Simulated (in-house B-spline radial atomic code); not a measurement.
How G0W0 and RPA depend on the start: Bi

Configuration [Xe] 4f14 5d10 6s2 6p3, highest spin. Computed with a B-spline radial code for spherical atoms: all electrons, scalar-relativistic (spin-free one-electron X2C), finite nucleus, each spin shell either full or empty, empty states to l = 9 with an (l + 1/2)⁻⁴ tail; G0W0 by contour deformation at full frequency.

Without the two-electron picture change, the correlation of inner shells comes somewhat too large for so heavy an element.

Spin-orbit coupling, left out, splits p levels strongly here.

```tsv
start	mean-field 6p up (eV)	G0W0 (eV)	QP weight	RPA correlation (Eh)
Hartree-Fock	-8.696	-9.149	0.950	-6.9299
LDA VWN5	-5.294	-8.590	0.808	-7.4127
PBE	-5.201	-8.555	0.785	-7.4053
PBE0	-6.214	?	?	?
r2SCAN	-5.562	-8.722	0.863	-7.3193
HSE06	-5.796	?	?	?
B3LYP (VWN-RPA)	-5.872	-8.775	0.867	-7.3027
SCAN	-5.577	-8.704	0.864	-7.3261
TPSS	-5.246	-8.604	0.800	-7.3837
BHandHLYP	-6.930	-8.932	0.918	-7.1549
CAM-B3LYP	-7.269	-8.973	0.924	-7.2489
LC-wPBE	-8.680	-9.044	0.946	-7.2539
wB97X	-8.059	-9.040	0.940	-7.223
PBEsol	-5.221	-8.569	0.797	-7.4082
BLYP	-4.909	-8.486	0.744	-7.4076
r2SCAN0	-6.479	-8.853	0.907	-7.2175
LDA exchange-only	-4.597	-8.455	0.676	-7.4106
```

What G0W0 level, weight and RPA correlation energy follow from the PBE0 start?

G0W0 level -8.813 eV, weight 0.886, RPA correlation -7.275 hartree.

What G0W0 level, weight and RPA correlation energy follow from the HSE06 start?

G0W0 level -8.742 eV, weight 0.855, RPA correlation -7.2864 hartree.

How much of the dependence on the start does G0W0 remove?

The mean-field levels span 4.1 eV and the G0W0 levels 0.694 eV. Against 7.286 eV (NIST, measured) the G0W0 removal energies are off by +1.17 to +1.86 eV, with spin-orbit coupling, Breit and QED terms left out.
